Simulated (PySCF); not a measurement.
CH₃BeClO.

```xyz
7

Be     0.0000     0.0000     0.1657
Cl     0.0000     0.0000     1.9849
O      0.0000     0.0000    -1.2216
C      0.0000     0.0000    -2.6063
H     -0.8938    -0.5160    -2.9984
H      0.0000     1.0321    -2.9984
H      0.8938    -0.5160    -2.9984
```

Geometry: ωB97X-D3(BJ)/def2-SVP. The values are those of a single conformer.

Computed with HF/pcSseg-2 run with PySCF. Non-relativistic, no solvent.

Computed absolute GIAO shielding of each atom: isotropic value and principal components (ppm):
```csv
atom,σ(iso),σ11,σ22,σ33,span
Be1,109.4,80.9,80.9,166.3,85.5
Cl2,1071.6,1032.6,1032.6,1149.7,117.2
O3,338.4,313.6,313.6,387.9,74.2
C4,140.7,117.1,117.1,187.8,70.7
H5,28.0,23.9,26.1,34.1,10.2
H6,28.0,23.9,26.1,34.1,10.2
H7,28.0,23.9,26.1,34.1,10.2
```
